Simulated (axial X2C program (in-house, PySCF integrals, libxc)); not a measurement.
## Testing model relations on BrCl⁻

A bond curve at the PBE0 level, 2c, was computed with an in-house all-electron X2C program for linear molecules (integrals from PySCF) (basis Br dyall-acv3z [9s10p7d5f1g], Cl dyall-av3z [9s8p3d2f] (cores contracted in-house)) for the state Ω = 1/2 (⟨Sz⟩ = 0.49, ⟨Lz⟩ = 0.01 at PBE0). Its fit gives Re = 2.7470 Å, ωe = 186.5 cm⁻¹, ωexe = 1.46 cm⁻¹ and αe = 7.957e-04 cm⁻¹; the masses are 78.9183 and 34.9689 u. Two-component means X2C with spin–orbit coupling and atomic mean-field Coulomb and Gaunt terms.

(1) Find the reduced mass, Be and the force constant.

(2) Estimate De from a Morse curve and compare with the computed well depth of 1.360 eV to Br + Cl-.

(3) A Morse curve ties αe to the other constants (Pekeris). How well does that hold?

(4) Estimate the centrifugal constant by the Kratzer relation.

(5) Where do the fundamental and the first overtone lie?

One determinant describes the state; a PBE0 search over occupations chose it and may have missed a lower one. De is counted from the lowest determinant-based energies of the atoms at the same level, without counterpoise correction. Density functionals use the spin component along the axis (collinear). Without a current term, density functionals place determinants with orbital angular momentum somewhat too high.

Results:

(1) From the PBE0 values: μ = 24.2317 u. Be = 16.8576/(μ Re²) = 0.09219 cm⁻¹. k = 5.8918×10⁻⁷ μ ωe² = 0.497 mdyn/Å.

(2) De(Morse) = ωe²/(4ωexe) = 0.738 eV against 1.360 eV computed, a ratio of 0.54. The extrapolation falls short: long-range attraction (ionic or ion–induced dipole) or a change of character along the curve can cause this.

(3) αe(Morse) = 6Be²/ωe × (√(ωexe/Be) − 1) = 8.147e-04 cm⁻¹; the PBE0 curve gives 7.957e-04 cm⁻¹, a ratio of 1.02.

(4) D = 4Be³/ωe² = 9.01e-08 cm⁻¹.

(5) ν(1←0) = ωe − 2ωexe = 183.6 cm⁻¹; ν(2←0) = 2ωe − 6ωexe = 364.2 cm⁻¹.
